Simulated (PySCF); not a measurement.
Compound: C6H10F2OSi.
Numbering: `[CH3:1][O:2][C:3]1=[CH:4][C@@H:5]([CH:6]([F:7])[F:8])[SiH2:9][CH2:10]1`

Structure used (GFN2-xTB), in Å, numbered top down from 1:
```xyz
20
C6H10F2OSi angstrom
C      2.891   -0.237   -1.029
O      2.167   -0.894   -0.017
C      0.914   -0.443    0.259
C      0.266    0.564   -0.320
C     -1.122    0.884    0.161
C     -2.111    0.784   -0.979
F     -1.925    1.770   -1.897
F     -3.389    0.937   -0.536
Si    -1.470   -0.391    1.550
C      0.241   -1.208    1.366
H      3.855   -0.739   -1.085
H      2.382   -0.313   -1.995
H      3.042    0.819   -0.786
H      0.672    1.166   -1.117
H     -1.168    1.918    0.517
H     -2.061   -0.175   -1.518
H     -1.674    0.274    2.837
H     -2.573   -1.294    1.219
H      0.204   -2.265    1.101
H      0.853   -1.146    2.266
```

Probes without a nucleus sit at each ring's centroid and 1 Å off its mean plane on both sides; NICS is minus the shielding there, NICSzz its component along the normal. Level: GIAO PBE0/pcSseg-1 (PySCF, non-relativistic, gas phase) on the GFN2-xTB geometry, one conformer.

Ring bond lengths (Å), with Mayer bond orders in brackets: C3–C4 1.330 (1.75), C4–C5 1.503 (1.00), C5–Si9 1.918 (0.83), Si9–C10 1.906 (0.90), C10–C3 1.505 (1.05).

Task: What do the NICS probes read (ppm)?

Result: 
```csv
ring,type,NICS(0),"NICS(1), two faces","NICS(1)zz, two faces",rms pucker (Å),"centre to ring atoms, mean (Å)"
C3–C4–C5–Si9–C10,"5-membered ring with Si; formal bonds 1 double, 4 single",-3.5,-2.9 / -3.0,0.6 / -0.8,0.00,1.38
```

Task: What can be read from them?

Result: 
- C3–C4–C5–Si9–C10: mean NICS(1)zz -0.1 ppm, near zero. C5, Si9, C10 have four or more neighbours, so the value isn't read as a sign of a π ring current.

Task: Give the inner angles of the rings and the Hirshfeld charges of the ring atoms.

Result: 
- C3–C4–C5–Si9–C10: C3 119.2° (+0.074 e), C4 118.2° (-0.105 e), C5 104.9° (-0.135 e), Si9 93.0° (+0.356 e), C10 104.8° (-0.169 e); sum 540.0° against 540° for a flat convex ring.
